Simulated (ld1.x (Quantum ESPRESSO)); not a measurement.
**Ir (Z = 77): variants of one PAW potential**

Base potential:

ld1.x (Quantum ESPRESSO) 7.5 input, shortened:

```
&input
   title='Ir', zed=77., rel=1, dft='BP', iswitch=3,
   config='[Xe] 4f14 5d6 6s0 6p0'
 /
 &inputp
   pseudotype=3, lpaw=.true., tm=.true., lloc=-2, rcloc=1.75,
   nlcc=.false.,
   which_augfun='BESSEL', rmatch_augfun=1.20
 /
6
5S  1  0   2.00   0.00  1.35  1.50  0.0
6S  2  0   0.00   0.00  1.35  1.50  0.0
5P  2  1   6.00   0.00  1.45  1.90  0.0
6P  3  1   0.00   0.00  1.45  1.90  0.0
5D  3  2   6.00   0.00  2.00  2.30  0.0
5D  3  2   0.00  -0.20  2.00  2.30  0.0
 &test
   configts(1)='5s2 5p6 5d6 6s0 6p0'
 /
```

Cutoffs, loose and tight: the cutoffs (Ry, on a coarse ladder) from which the occupation-weighted sum of valence levels, in a spherical-Bessel basis at the reference potential, stays within 10 and 1 mRy of its value at 400 Ry. They do not see the model core or the augmentation charge, which bear on the density cutoff. Test errors are all-electron minus pseudo excitation energies from the reference, over the configurations 5s2 5p6 5d7 6s2 6p0; 5s2 5p6 5d7 6s1 6p0; 5s2 5p6 5d7 6s0 6p0; 5s2 5p6 5d6 6s2 6p0; 5s2 5p6 5d7.5 6s1.5 6p0; 5s2 5p6 5d5 6s0 6p0; 5s2 5p6 5d6 6s2 6p1. A dash means not determined; rows that change the core or the reference have their own tests.

| change | outcome | cutoff, loose | cutoff, tight | bound ghosts | largest test error (meV) |
| --- | --- | --- | --- | --- | --- |
| base | generated | 30 Ry | 50 Ry | none | +33 |
| wave 5d channel at -0.2 Ry: rcut 2.00, rcutus 2.30 bohr becomes 5d channel at -2.6 Ry: rcut 2.00, rcutus 2.30 bohr | generated | 30 Ry | 50 Ry | none | -21 |
| wave 5d channel at -0.2 Ry: rcut 2.00, rcutus 2.30 bohr becomes 5d channel at -2.54 Ry: rcut 2.00, rcutus 2.30 bohr | generated | 30 Ry | 50 Ry | none | -20 |
| wave 5d channel at -0.2 Ry: rcut 2.00, rcutus 2.30 bohr becomes 5d channel at -2.38 Ry: rcut 2.00, rcutus 2.30 bohr | generated | 30 Ry | 50 Ry | none | -17 |
| wave 5d channel at -0.2 Ry: rcut 2.00, rcutus 2.30 bohr becomes 5d channel at -2.26 Ry: rcut 2.00, rcutus 2.30 bohr | generated | 30 Ry | 50 Ry | none | +17 |
| wave 5d channel at -0.2 Ry: rcut 2.00, rcutus 2.30 bohr becomes 5d channel at -1.96 Ry: rcut 2.00, rcutus 2.30 bohr | generated | 30 Ry | 50 Ry | none | +17 |
| wave 5d channel at -0.2 Ry: rcut 2.00, rcutus 2.30 bohr becomes 5d channel at -1.63 Ry: rcut 2.00, rcutus 2.30 bohr | generated | 30 Ry | 50 Ry | none | +20 |
| wave 5d channel at -0.2 Ry: rcut 2.00, rcutus 2.30 bohr becomes 5d channel at -0.82 Ry: rcut 2.00, rcutus 2.30 bohr | generated | 30 Ry | 50 Ry | none | +29 |
| wave 5d channel at -0.2 Ry: rcut 2.00, rcutus 2.30 bohr becomes 5d channel at 0.21 Ry: rcut 2.00, rcutus 2.30 bohr | generated | 30 Ry | 50 Ry | none | +14 |
| wave 5d channel at -0.2 Ry: rcut 2.00, rcutus 2.30 bohr becomes 5d channel at 1.39 Ry: rcut 2.00, rcutus 2.30 bohr | generated | 30 Ry | 50 Ry | none | -42 |
| wave 5d channel at -0.2 Ry: rcut 2.00, rcutus 2.30 bohr becomes 5d channel at 3.44 Ry: rcut 2.00, rcutus 2.30 bohr | generated | 30 Ry | 50 Ry | none | +69 |
